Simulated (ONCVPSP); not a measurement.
# Reading a pseudo-wave (Al)

Columns: radius, all-electron u(r) and pseudo u(r) of the 2p shell (level -71.47 eV) of aluminium in the configuration [He] 2s2 2p6 3s2 3p0.75; PBE, scalar-relativistic, ONCV scheme, ONCVPSP 4.0.1.

| r (bohr) | all-electron | pseudo |
| --- | --- | --- |
| 0.060 | 0.1702 | 0.0514 |
| 0.120 | 0.4748 | 0.1964 |
| 0.180 | 0.7610 | 0.4101 |
| 0.240 | 0.9807 | 0.6575 |
| 0.300 | 1.1263 | 0.9005 |
| 0.360 | 1.2065 | 1.1059 |
| 0.420 | 1.2338 | 1.2504 |
| 0.480 | 1.2217 | 1.3240 |
| 0.540 | 1.1820 | 1.3300 |
| 0.600 | 1.1242 | 1.2810 |
| 0.660 | 1.0551 | 1.1938 |
| 0.720 | 0.9801 | 1.0870 |
| 0.780 | 0.9029 | 0.9755 |
| 0.840 | 0.8263 | 0.8695 |
| 0.900 | 0.7520 | 0.7740 |
| 0.960 | 0.6813 | 0.6905 |
| 1.020 | 0.6148 | 0.6177 |
| 1.080 | 0.5531 | 0.5536 |
| 1.140 | 0.4961 | 0.4960 |
| 1.200 | 0.4439 | 0.4438 |
| 1.260 | 0.3963 | 0.3963 |
| 1.320 | 0.3532 | 0.3532 |
| 1.380 | 0.3143 | 0.3142 |
| 1.440 | 0.2793 | 0.2792 |
| 1.500 | 0.2479 | 0.2478 |
| 1.560 | 0.2198 | 0.2198 |

(1) How many radial nodes do the two functions have?

(2) At about which radius was the pseudo-wave matched?

(3) Is the pseudo-wave norm-conserving?

Results:

(1) The all-electron 2p function has n − l − 1 = 0; the pseudo-wave has 0.

(2) 1.20 bohr. The columns agree to 0.0005 from 1.08 bohr on; several derivatives are matched, so the curves merge somewhat inside the radius.

(3) Yes: the ONCV scheme keeps the norm inside the radius equal to the all-electron one, which fixes the energy derivative of the logarithmic derivative at the level.
